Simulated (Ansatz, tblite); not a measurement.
Forces on the cluster Al₂S₃ at its PBE-D4/def2-SVP geometry. Total charge 0; singlet.

The xTB rows come from tblite. Another isomer (singlet) lies 1.67 eV lower at PBE0-D4/def2-TZVP; other spin states weren't run for this one.

GFN1-xTB (tblite), largest force 1.18 eV/Å:

```xyz
5
positions Å, forces eV/Å
Al    0.519   -2.002   -0.170   -0.352    1.037   -0.223
Al   -0.191    1.738    1.118   -0.014   -0.742   -0.836
S    -1.451   -0.455    0.523    0.488    0.140   -0.142
S    -0.413    0.332   -1.196    0.373   -0.299    1.080
S     1.536    0.387   -0.275   -0.495   -0.136    0.121
```

GFN2-xTB (tblite), largest force 1.68 eV/Å:

```
Al -0.115 0.293 -0.121
Al -0.025 -0.181 -0.285
S 0.614 0.384 -0.779
S 0.529 -0.424 1.532
S -1.003 -0.072 -0.348
```

PBE-D4/def2-TZVP (Ansatz), largest force 0.85 eV/Å:

```
Al -0.068 0.215 -0.027
Al 0.004 -0.164 -0.158
S 0.283 0.190 -0.398
S 0.268 -0.215 0.775
S -0.487 -0.026 -0.193
```
